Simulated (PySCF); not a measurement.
Gas-phase reaction: ZrCl2(OH)2 + HCl → ZrCl3OH + O + H2

Computed with PySCF and rigid-rotor harmonic-oscillator thermochemistry at 1 bar. † marks an energy on the PBE0/def2-TZVP geometry and frequencies; other levels use their own. Open shells (unrestricted): O (multiplicity 3, electronic degeneracy 9); the rest are closed-shell singlets. Spin-orbit splitting is ignored; it lowers the true energy and changes the entropy of O. B3LYP is the form with VWN-RPA correlation. Zr: scalar-relativistic def2 core potential, no spin-orbit coupling. ZrCl2(OH)2, ZrCl3OH: computed as isolated molecules; such fragments, hydroxides, amides, oligomers or adducts are transient or little studied in the gas. The harmonic model lacks anharmonicity and excited electronic states, which grow with temperature; levels with a mode under 35 cm⁻¹ are left out. Soft modes under 120 cm⁻¹ make the harmonic entropy rough for ZrCl2(OH)2, ZrCl3OH.

| level | ΔE electronic, kJ | ΔH°(298 K), kJ | ΔS°(298 K), J/K | ΔG°(600 K), kJ |
|---|---|---|---|---|
| B3LYP/def2-TZVP† | 469 | 453 | 97 | 394 |
| BLYP/def2-TZVP† | 480 | 464 | 97 | 405 |
| PBE/def2-SVP | 506 | 490 | 101 | 428 |
| PBE0/def2-SVP† | 476 | 460 | 97 | 401 |
| LDA/def2-TZVP† | 606 | 590 | 97 | 530 |
| ωB97M-V/def2-TZVP† | 482 | 466 | 97 | 406 |
ΔH° is lowest at B3LYP/def2-TZVP† and highest at LDA/def2-TZVP†. No reference value is set beside these.
